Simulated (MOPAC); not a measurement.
Input for MOPAC: PM3 on HF (SMILES F).

```
PM3 1SCF PRECISE CHARGE=0 THREADS=1
FH

F     -0.04401971 1     0.39980914 1    -0.26978324 1
H     -0.01821981 1     0.28339397 1     0.65836339 1
```

Output:

```
*******************************************************************************
 **                                                                           **
 **                              MOPAC v23.2.5                                **
 **                                                                           **
 *******************************************************************************
 ** MOPAC's Digital Object Identifier: https://doi.org/10.5281/zenodo.6511958 **
 **                                                                           **
 ** Please cite the open-source release paper for use of this MOPAC version:  **
 ** J. E. Moussa and J. J. P. Stewart (2026)                                  **
 ** MOPAC: An open-source semiempirical molecular orbital program             **
 ** J. Open Source Softw., 11(119), 8025, https://doi.org/10.21105/joss.08025 **
 *******************************************************************************

                              PM3 CALCULATION RESULTS

 *******************************************************************************
 *  PM3        - The PM3 Hamiltonian to be used
 *
 *
 *
 *                 CHARGE ON SYSTEM = 0
 *
 *
 *
 *  PRECISE    - TIGHTER CRITERIA TO BE USED
 *  1SCF       - DO 1 SCF AND THEN STOP
 *  THREADS=1  - MULTI-THREADING NOT USED
 *  T=         - A TIME OF 172800.0 SECONDS REQUESTED
 *  DUMP=N     - RESTART FILE WRITTEN EVERY 7200.0 SECONDS REQUESTED
 *******************************************************************************
PM3 1SCF PRECISE CHARGE=0 THREADS=1
 FH

   ATOM   CHEMICAL          X               Y               Z
  NUMBER   SYMBOL      (ANGSTROMS)     (ANGSTROMS)     (ANGSTROMS)

     1       F         -0.04401971  *   0.39980914  *  -0.26978324  *
     2       H         -0.01821981  *   0.28339397  *   0.65836339  *



          CARTESIAN COORDINATES

    NO.       ATOM           X           Y           Z

     1         F         -0.0440      0.3998     -0.2698
     2         H         -0.0182      0.2834      0.6584

  H: (PM3): J. J. P. STEWART, J. COMP. CHEM. 10, 209 (1989).
  F: (PM3): J. J. P. STEWART, J. COMP. CHEM. 10, 209 (1989).

           Empirical Formula: H F  =     2 atoms



      MOLECULAR POINT GROUP   :   C*v


      RHF CALCULATION, NO. OF DOUBLY OCCUPIED LEVELS = 4


 -------------------------------------------------------------------------------
 PM3 1SCF PRECISE CHARGE=0 THREADS=1
 FH



     1SCF WAS SPECIFIED, SO BFGS WAS NOT USED
     SCF FIELD WAS ACHIEVED


                              PM3 CALCULATION
                                                       MOPAC v23.2.5 Linux




          FINAL HEAT OF FORMATION =        -62.74693 KCAL/MOL =    -262.53317 KJ/MOL


          COSMO AREA              =         39.64 SQUARE ANGSTROMS
          COSMO VOLUME            =         23.14 CUBIC ANGSTROMS

          IONIZATION POTENTIAL    =         16.150374 EV
          HOMO LUMO ENERGIES (EV) =        -16.150  3.627
          NO. OF FILLED LEVELS    =          4
          MOLECULAR WEIGHT        =         20.0063         POINT GROUP:  C*v

          MOLECULAR DIMENSIONS (Angstroms)

            Atom       Atom       Distance
            H     2    F     1     0.93577
            H     2    F     1     0.00000
            F     1    H     2     0.00000


          SCF CALCULATIONS        =          1





   ATOM   CHEMICAL          X               Y               Z
  NUMBER   SYMBOL      (ANGSTROMS)     (ANGSTROMS)     (ANGSTROMS)

     1       F         -0.04401971  *   0.39980914  *  -0.26978324  *
     2       H         -0.01821981  *   0.28339397  *   0.65836339  *

                             CARTESIAN COORDINATES

   1    F       -0.044019710     0.399809140    -0.269783240
   2    H       -0.018219810     0.283393970     0.658363390


           Empirical Formula: H F  =     2 atoms



      MOLECULAR POINT GROUP   :   C*v


                  EIGENVALUES
 -23.56740 -17.09715 -16.15037 -16.15037   3.62682


              NET ATOMIC CHARGES AND DIPOLE CONTRIBUTIONS

  ATOM NO.   TYPE          CHARGE      No. of ELECS.   s-Pop       p-Pop
    1          F          -0.165528        7.1655     1.63799     5.52753
    2          H           0.165528        0.8345     0.83447
 DIPOLE           X         Y         Z       TOTAL
 POINT-CHG.     0.021    -0.093     0.738     0.744
 HYBRID         0.018    -0.082     0.652     0.657
 SUM            0.039    -0.174     1.390     1.401


          ATOMIC ORBITAL ELECTRON POPULATIONS

     Atom    s        px        py        pz
    1  F   1.63799   1.99964   1.99269   1.53521
    2  H   0.83447

 **********************
 *                    *
 * JOB ENDED NORMALLY *
 *                    *
 **********************




 == MOPAC DONE ==
```

The run finished.

Cost: around 0.020 core-seconds (rough).
